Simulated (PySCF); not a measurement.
PySCF job for C5H7F, SMILES FC=C1CCC1, B3LYP-D3(BJ)/def2-SVP. The structure is a stationary point at B3LYP-D3(BJ)/def2-SVP. The geometry has at least one imaginary mode, so it is a saddle point at that level.

```python
import numpy as np
from pyscf import gto, scf, dft, df
from pyscf.hessian import thermo

mol = gto.M(
    atom='''
    F    -0.35762980   -2.34872422    0.00000000
    C     0.57326053   -1.37669152   -0.00000000
    C     0.23937282   -0.09210425   -0.00000000
    C    -1.09279576    0.63226470   -0.00000000
    C    -0.31259692    1.98276493   -0.00000000
    C     1.03847561    1.20067496   -0.00000000
    H     1.59585790   -1.76583396   -0.00000000
    H    -1.71576542    0.44803921   -0.89050438
    H    -1.71576542    0.44803920    0.89050438
    H    -0.47705919    2.60435628    0.89162230
    H    -0.47705919    2.60435628   -0.89162229
    H     1.66708090    1.35905401   -0.89157825
    H     1.66708090    1.35905401    0.89157826
    ''',
    basis='def2-SVP',
    charge=0,
    spin=0,
    max_memory=1600,
    verbose=3,
)
mf = dft.RKS(mol, xc='b3lyp').density_fit(auxbasis='def2-universal-jkfit')
mf.disp = 'd3bj'
mf.grids.level = 3
mf.conv_tol = 1e-11
mf.max_cycle = 100
mf.kernel()

# [left out here: the lines that compute and print the analytic Hessian (its translational invariance restored by hand, since the grid's response is missing), thermochemistry and intensities]
```

It prints:

```
converged SCF energy = -294.327342333149

WARN: DFTD3 does not support analytical Hessian, using finite difference


WARN: Mole.unit (angstrom) is changed to Bohr

Mode                                 0                   1                   2
Irrep
Freq [cm^-1]                      -45.0952            183.0414            257.3537
Reduced mass [au]                   1.8789              5.0196              2.9945
Force const [Dyne/A]               -0.0023              0.0991              0.1169
Char temp [K]                     -64.8819            263.3558            370.2746
Normal mode                   x     y     z       x     y     z       x     y     z
       0   F                -0.00  0.00 -0.05   -0.10  0.11  0.00   -0.00  0.00 -0.10
       1   C                 0.00 -0.00 -0.03    0.04 -0.02  0.00    0.00 -0.00  0.12
       2   C                 0.00 -0.00  0.07    0.11 -0.00 -0.00    0.00 -0.00  0.15
       3   C                 0.00 -0.00  0.11    0.05 -0.11 -0.00    0.00 -0.00  0.02
       4   C                -0.00 -0.00 -0.13   -0.06 -0.05  0.00   -0.00 -0.00 -0.02
       5   C                 0.00  0.00  0.06    0.01  0.05 -0.00   -0.00  0.00 -0.08
       6   H                -0.00 -0.00 -0.11   -0.01 -0.14  0.00   -0.00 -0.00  0.17
       7   H                -0.12 -0.12  0.22    0.07 -0.17  0.00    0.08 -0.06 -0.03
       8   H                 0.12  0.12  0.22    0.07 -0.17 -0.00   -0.08  0.06 -0.03
       9   H                -0.03  0.21 -0.28   -0.10 -0.07  0.00    0.05 -0.05  0.03
      10   H                 0.03 -0.21 -0.28   -0.10 -0.07 -0.00   -0.05  0.05  0.03
      11   H                 0.13 -0.05  0.14   -0.00  0.10  0.00   -0.18 -0.15 -0.23
      12   H                -0.13  0.05  0.14   -0.00  0.10 -0.00    0.18  0.15 -0.23
Mode                                 3                   4                   5
Irrep
Freq [cm^-1]                      396.3899            497.9787            724.8653
[...]
       1   C                 0.00  0.00 -0.00   -0.01 -0.02 -0.00   -0.00 -0.04 -0.00
       2   C                -0.01  0.00  0.00   -0.01  0.01 -0.00   -0.05 -0.04 -0.00
       3   C                 0.02 -0.11 -0.00   -0.04  0.10  0.00    0.03  0.04  0.00
       4   C                 0.06  0.02 -0.00    0.09 -0.02 -0.00   -0.10 -0.06  0.00
       5   C                -0.04  0.10  0.00   -0.03  0.05  0.00    0.01  0.12  0.00
       6   H                -0.01 -0.01 -0.00   -0.14 -0.35  0.00    0.00 -0.02  0.00
       7   H                -0.11  0.36 -0.00    0.10 -0.35 -0.01    0.06 -0.11  0.01
       8   H                -0.11  0.36  0.00    0.10 -0.35  0.01    0.06 -0.11 -0.01
       9   H                -0.20 -0.05  0.00   -0.28 -0.12 -0.00    0.39  0.08 -0.01
      10   H                -0.20 -0.05 -0.00   -0.28 -0.12  0.00    0.39  0.08  0.01
      11   H                 0.09 -0.37  0.00    0.02 -0.19 -0.00    0.11 -0.30 -0.01
      12   H                 0.09 -0.37 -0.00    0.02 -0.19  0.00    0.11 -0.30  0.01
Mode                                21                  22                  23
Irrep
Freq [cm^-1]                     1355.8204           1434.2855           1442.5923
Reduced mass [au]                   1.5113              1.0875              1.0884
Force const [Dyne/A]                1.6369              1.3181              1.3345
Char temp [K]                    1950.7237           2063.6174           2075.5691
Normal mode                   x     y     z       x     y     z       x     y     z
       0   F                 0.00 -0.02 -0.00    0.00 -0.00  0.00    0.00  0.00 -0.00
       1   C                 0.06  0.07  0.00   -0.00  0.00 -0.00   -0.00 -0.01 -0.00
       2   C                -0.11  0.06  0.00    0.01  0.00 -0.00    0.00 -0.01 -0.00
       3   C                 0.05 -0.04 -0.00    0.06  0.02  0.00   -0.04 -0.01 -0.00
       4   C                -0.02  0.00  0.00    0.01  0.01 -0.00    0.01 -0.04  0.00
       5   C                 0.03 -0.02 -0.00    0.05  0.01 -0.00    0.06  0.01 -0.00
       6   H                -0.24 -0.72 -0.00   -0.00  0.00 -0.00    0.01  0.03 -0.00
       7   H                 0.03  0.10 -0.01   -0.41 -0.12  0.34    0.23  0.07 -0.19
       8   H                 0.03  0.10  0.01   -0.41 -0.12 -0.34    0.23  0.07  0.19
       9   H                 0.08  0.00  0.01    0.01 -0.04  0.03   -0.08  0.29 -0.23
      10   H                 0.08  0.00 -0.01    0.01 -0.04 -0.03   -0.08  0.29  0.23
      11   H                -0.05  0.10 -0.03   -0.30 -0.08 -0.24   -0.35 -0.09 -0.29
      12   H                -0.05  0.10  0.03   -0.30 -0.08  0.24   -0.35 -0.09  0.29
Mode                                24                  25                  26
Irrep
Freq [cm^-1]                     1474.5935           1794.1781           3040.1186
Reduced mass [au]                   1.1305              8.9991              1.0586
Force const [Dyne/A]                1.4484             17.0678              5.7647
Char temp [K]                    2121.6117           2581.4228           4374.0538
Normal mode                   x     y     z       x     y     z       x     y     z
       0   F                 0.00  0.00 -0.00    0.01  0.01 -0.00   -0.00 -0.00  0.00
       1   C                -0.00 -0.02  0.00    0.01 -0.19  0.00    0.00  0.00 -0.00
       2   C                 0.00 -0.00 -0.00   -0.05  0.20  0.00    0.00  0.00 -0.00
       3   C                -0.04 -0.01 -0.00    0.02 -0.01 -0.00   -0.02 -0.01  0.00
       4   C                -0.02  0.08 -0.00    0.00 -0.01  0.00    0.00  0.00  0.00
       5   C                 0.04  0.01  0.00   -0.01 -0.02  0.00   -0.06 -0.01 -0.00
       6   H                 0.02  0.04  0.00    0.16  0.07 -0.00   -0.01  0.00 -0.00
       7   H                 0.18  0.05 -0.16    0.00  0.01  0.00    0.14  0.04  0.22
       8   H                 0.18  0.05  0.16    0.00  0.01 -0.00    0.14  0.04 -0.22
       9   H                 0.11 -0.41  0.34   -0.00  0.00 -0.01    0.00 -0.02 -0.03
      10   H                 0.11 -0.41 -0.34   -0.00  0.00  0.01    0.00 -0.02  0.03
      11   H                -0.20 -0.05 -0.17   -0.01 -0.00  0.00    0.34  0.09 -0.52
      12   H                -0.20 -0.05  0.17   -0.01 -0.00 -0.00    0.34  0.09  0.52
Mode                                27                  28                  29
Irrep
Freq [cm^-1]                     3045.2099           3073.2534           3087.5051
Reduced mass [au]                   1.0604              1.0612              1.1111
Force const [Dyne/A]                5.7935              5.9052              6.2405
Char temp [K]                    4381.3791           4421.7273           4442.2323
Normal mode                   x     y     z       x     y     z       x     y     z
       0   F                 0.00  0.00  0.00   -0.00 -0.00  0.00   -0.00 -0.00  0.00
       1   C                -0.00 -0.00  0.00    0.00  0.00 -0.00   -0.00  0.00 -0.00
       2   C                 0.00  0.00  0.00   -0.00  0.00 -0.00    0.00 -0.00 -0.00
       3   C                -0.06 -0.02  0.00    0.01  0.00 -0.00    0.00  0.00  0.04
       4   C                 0.00 -0.01 -0.00    0.02 -0.06 -0.00   -0.00  0.00 -0.02
       5   C                 0.02  0.01  0.00   -0.01 -0.00  0.00   -0.00 -0.00  0.08
       6   H                 0.01 -0.00  0.00   -0.00  0.00 -0.00    0.00 -0.00  0.00
       7   H                 0.34  0.10  0.52   -0.04 -0.01 -0.06   -0.16 -0.05 -0.23
       8   H                 0.34  0.10 -0.52   -0.04 -0.01  0.06    0.16  0.05 -0.23
       9   H                -0.01  0.05  0.08   -0.10  0.37  0.56   -0.02  0.08  0.12
      10   H                -0.01  0.05 -0.08   -0.10  0.37 -0.56    0.02 -0.08  0.12
      11   H                -0.14 -0.04  0.21    0.04  0.01 -0.05    0.33  0.09 -0.47
      12   H                -0.14 -0.04 -0.21    0.04  0.01  0.05   -0.33 -0.09 -0.47
Mode                                30                  31                  32
Irrep
Freq [cm^-1]                     3091.8915           3132.1049           3189.6669
Reduced mass [au]                   1.1082              1.1104              1.0954
Force const [Dyne/A]                6.2417              6.4183              6.5664
Char temp [K]                    4448.5435           4506.4016           4589.2205
Normal mode                   x     y     z       x     y     z       x     y     z
       0   F                -0.00  0.00  0.00   -0.00 -0.00 -0.00   -0.00 -0.00 -0.00
       1   C                -0.00 -0.00  0.00   -0.00  0.00  0.00   -0.08  0.04 -0.00
       2   C                 0.00  0.00  0.00    0.00 -0.00 -0.00    0.00 -0.01 -0.00
       3   C                -0.00 -0.00 -0.08   -0.00 -0.00 -0.02    0.00 -0.00  0.00
       4   C                 0.00  0.00  0.01   -0.00  0.00 -0.09    0.00  0.00  0.00
       5   C                -0.00 -0.00  0.04    0.00  0.00 -0.01   -0.00  0.00  0.00
       6   H                 0.00  0.00 -0.00    0.00 -0.00 -0.00    0.89 -0.35  0.00
       7   H                 0.34  0.10  0.48    0.07  0.02  0.09   -0.00 -0.00 -0.00
       8   H                -0.34 -0.10  0.48   -0.07 -0.02  0.09   -0.00 -0.00  0.00
       9   H                 0.01 -0.03 -0.04   -0.10  0.37  0.53   -0.00  0.00  0.00
      10   H                -0.01  0.03 -0.04    0.10 -0.37  0.53   -0.00  0.00 -0.00
      11   H                 0.17  0.04 -0.24   -0.06 -0.01  0.09    0.00  0.00 -0.01
      12   H                -0.17 -0.04 -0.24    0.06  0.01  0.09    0.00  0.00  0.01
temperature 298.1500 [K]
pressure 101325.00 [Pa]
Rotational constants [GHz] 9.21569 2.27851 1.89257
Symmetry number 1
Zero-point energy (ZPE) 0.10700 [Eh]   280935.437 [J/mol]
                           tot       elec      trans        rot        vib
Entropy [J/mol/K]       306.327      0.000    164.315    110.854     31.158
Cv [J/mol/K]             79.379      0.000     12.472     12.472     54.436
Cp [J/mol/K]             87.694      0.000     20.786     12.472     54.436
Internal energy [J/mol]                      3718.434   3718.434 286994.414
Internal energy [Eh]   -294.21520  -294.32734
Enthalpy [J/mol]                             6197.391   3718.434 286994.414
Enthalpy [Eh]          -294.21426
Gibbs free energy [J/mol]                  -42793.101 -29332.612 277704.595
Gibbs free energy [Eh] -294.24904
static polarisability / bohr^3: [[51.712 -3.526  0.   ]
 [-3.522 66.529  0.   ]
 [-0.    -0.    39.173]]
largest difference of analytic and finite-field dipole derivatives / e: 0.00032327071183624323
mode   freq/cm-1   IR/(km/mol)   Raman/(A^4/amu)   depolarisation
   1      -45.10         0.005             1.152            0.750
   2      183.04         2.019             0.200            0.662
   3      257.35         0.117             0.052            0.750
   4      396.39        10.763             6.569            0.750
   5      497.98         6.784             6.397            0.482
   6      724.87         1.736             4.853            0.570
   7      736.93         1.651             0.547            0.750
   8      752.93         0.328             0.910            0.750
   9      854.50        11.358             5.774            0.750
  10      875.77         1.154             3.125            0.146
  11      944.68         2.282            10.615            0.745
  12      971.17         1.067            20.488            0.097
  13     1038.21         1.200             1.395            0.750
  14     1075.47         0.430             0.007            0.750
  15     1136.25        85.039             0.737            0.103
  16     1168.86        67.130             1.371            0.720
  17     1209.06         0.081            11.477            0.750
  18     1221.02         0.006             6.688            0.750
  19     1225.18         0.055             4.763            0.739
  20     1260.70         2.468             2.012            0.255
  21     1277.17         2.073             1.562            0.221
  22     1355.82         7.778             8.888            0.661
  23     1434.29         3.822             5.150            0.743
  24     1442.59         0.263            25.736            0.670
  25     1474.59         1.696            13.813            0.543
  26     1794.18        52.604            33.597            0.203
  27     3040.12        43.793            50.668            0.204
  28     3045.21         5.751           194.147            0.081
  29     3073.25        35.880           158.568            0.060
  30     3087.51        16.396            18.227            0.750
  31     3091.89         1.357           140.829            0.750
  32     3132.10        26.877            87.355            0.750
  33     3189.67        10.369           104.004            0.265
max |gradient| / (hartree/bohr): 0.00016494391970533226
APT charges: [-0.5329  0.5007 -0.0879  0.1024  0.1054  0.095   0.024  -0.0315 -0.0315
 -0.0335 -0.0335 -0.0384 -0.0384]
```

Self-consistency was reached. The end point has an imaginary mode, so it is no minimum.
